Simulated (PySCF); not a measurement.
Si(I)(Me)(OH)2 (CH5IO2Si), SMILES C[Si](O)(O)I. Atoms are numbered in the order given.

```xyz
10

C      2.2558    -0.1324    -1.1812
Si     0.4586     0.3115    -1.1288
O     -0.4678    -0.4950    -2.2435
O      0.3451     1.9383    -1.3841
I     -0.4766    -0.2939     1.1109
H      2.8176     0.4528    -0.4379
H      2.6595     0.0885    -2.1826
H      2.3992    -1.2023    -0.9697
H     -1.0501    -1.1907    -1.9170
H     -0.5414     2.3122    -1.4611
```
Charge 0, spin multiplicity 1.

Geometry: B3LYP-D3(BJ)/def2-SVP. The structure was generated by enumeration, and PubChem lists no compound with its InChIKey, so it may never have been made. The def2 effective core potentials stand for the cores of I; spin–orbit coupling is left out. The values are those of a single conformer.

All values below come from PBE/def2-TZVP (PySCF).

ESP charges are fitted to the potential on shells at 1.4 to 2.0 van der Waals radii. Atomic charges (e):

| atom | ESP fit | Mulliken |
|---|---|---|
| C1 | -0.55 | -0.45 |
| Si2 | 0.54 | 0.53 |
| O3 | -0.52 | -0.46 |
| O4 | -0.53 | -0.46 |
| I5 | (withheld) | -0.24 |
| H6 | (withheld) | 0.15 |
| H7 | (withheld) | 0.14 |
| H8 | (withheld) | 0.14 |
| H9 | (withheld) | 0.32 |
| H10 | (withheld) | 0.32 |

Problem. Fill in the missing entries. (Estimate from the structure and the level; the computed values follow.)

Solution. 
- I5, ESP fit: -0.21
- H6, ESP fit: 0.17
- H7, ESP fit: 0.20
- H8, ESP fit: 0.15
- H9, ESP fit: 0.36
- H10, ESP fit: 0.38

Computed Mayer and Wiberg (Löwdin basis) orders of the bonds:
```
bond    Mayer  Wiberg
------  -----  ------
C1–Si2   1.01    1.22
Si2–O3   1.27    1.68
Si2–O4   1.29    1.70
Si2–I5   1.04    1.50
C1–H6    0.94    0.89
C1–H7    0.93    0.89
C1–H8    0.94    0.89
O3–H9    0.87    1.01
O4–H10   0.88    1.01
```
